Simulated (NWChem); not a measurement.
System: C3H8N2; SMILES C/N=C/CN

```xyz
13

C     -0.2758     2.4049     0.0054
N      0.3759     1.1459     0.2781
C     -0.0607     0.0972    -0.3043
C      0.5654    -1.2581    -0.1030
N     -0.4682    -2.2679     0.1165
H      0.4634     3.1219    -0.4127
H     -0.6286     2.8544     0.9586
H     -1.1417     2.3373    -0.6999
H     -0.9441     0.1087    -0.9966
H      1.3483    -1.1558     0.6883
H      1.0986    -1.5186    -1.0466
H     -0.8707    -2.1512     1.0553
H     -0.0529    -3.2067     0.1031
```
Atoms are numbered in this order, from 1.

Computed with NWChem. Pople sets run with spherical d functions. Structure relaxed at the PBE-D3(BJ)/def2-SVP level. Not confirmed as a minimum by frequencies. Vertical excitations in the gas phase; the lowest state need not have the same character in each row.

| level | lowest excitation, singlet (eV) | oscillator strength of that lowest state | orbital gap (eV) |
|---|---|---|---|
| PBE/6-31+G*, full TDDFT | 4.46 | 0.012 | 4.38 |
| B3LYP/6-31+G*, full TDDFT | 5.04 | 0.001 | 6.40 |
| Hartree-Fock/6-31+G*, TDHF | 5.71 | 0.001 | 12.78 |
